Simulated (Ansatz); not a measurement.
# Ligand exchange: C2H5CdCl + C2H6OSi2 → C2H6CdO + C2H5ClSi2

Species: C2H5CdCl `C[CH2][Cd][Cl]`, singlet; C2H6OSi2 `O[SiH2]C#C[SiH3]`, singlet; C2H6CdO `C[CH2][Cd][OH]`, singlet; C2H5ClSi2 `[SiH3]C#C[SiH2]Cl`, singlet. The partners trade Cl for OH: Cd–Cl and Si–OH bonds give way to Cd–OH and Si–Cl.

Shapes, held fixed at every level: PBE0-D4/def2-TZVP. Flexible molecules stand in one conformer, not always the lowest. Programs: Ansatz 0.2.0. Electronic energies: no zero-point or thermal term.

Q: Estimate ΔE of this reaction.

A: The highest level, CCSD(T)/def2-TZVPP, gives ΔE = +117.9 kJ/mol; the levels span +109.4 to +153.7. The column of differences is taken from that level and isn't an error. No measured value is set beside it here. For atoms past krypton def2 sets carry core potentials with scalar relativity. Outer-core shells of Cd are correlated, in sets that cover them unevenly.

| level | kind | ΔE (kJ/mol) | less CCSD(T)/def2-TZVPP |
| --- | --- | --- | --- |
| HF/def2-TZVPP | Hartree–Fock | +153.7 | +35.8 |
| SPW92/def2-TZVPP | LDA | +109.4 | -8.5 |
| r2SCAN-D4/def2-TZVPP | meta-GGA | +116.6 | -1.3 |
| r2SCAN0-D4/def2-TZVPP | global hybrid | +126.4 | +8.5 |
| MP2/def2-TZVPP | perturbation theory | +114.3 | -3.6 |
| CCSD/def2-TZVPP | coupled cluster or CI | +122.9 | +5.0 |
| CCSD(T)/def2-TZVPP | coupled cluster or CI | +117.9 | 0.0 |
